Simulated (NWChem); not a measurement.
Molecule: C$_{3}$H$_{3}$ClF$_{2}$; SMILES C/C(F)=C(\F)Cl

```xyz
9

C     -0.4857    -2.2292     0.0000
C      0.2039    -0.9188     0.0000
F      1.5352    -0.9757     0.0000
C     -0.3884     0.2804     0.0000
F     -1.7085     0.3947     0.0000
Cl     0.4493     1.7679     0.0000
H     -0.1958    -2.8126     0.8887
H     -0.1958    -2.8126    -0.8887
H     -1.5741    -2.0978     0.0000
```
Atoms are numbered in this order, from 1.

Level: PBE0/def2-SVP (NWChem), optimised geometry, unscaled harmonic frequencies. 

```tsv
frequency (cm⁻¹)	IR intensity (km/mol)
154	2.6
174	0.1
195	2.3
329	1.5
373	0.1
431	1.9
516	8.8
559	0.1
673	13.1
955	20.6
1043	2.5
1068	93.0
1258	239.0
1327	70.0
1416	19.3
1442	10.8
1450	1.3
1830	2.3
3060	12.2
3141	3.3
3202	0.6
```

| Quantity | Result |
|---|---|
| zero-point energy | 35.1 kcal/mol |
| thermal correction to the enthalpy at 298.15 K (with zero-point energy) | 39.7 kcal/mol |
| heat capacity Cv | 21.0 cal/(mol K) |
| entropy at 298.15 K and 1 atm (symmetry number 1) | 79.7 cal/(mol K) |
| dipole moment | 1.65 D |

Rigid rotor and harmonic oscillator.
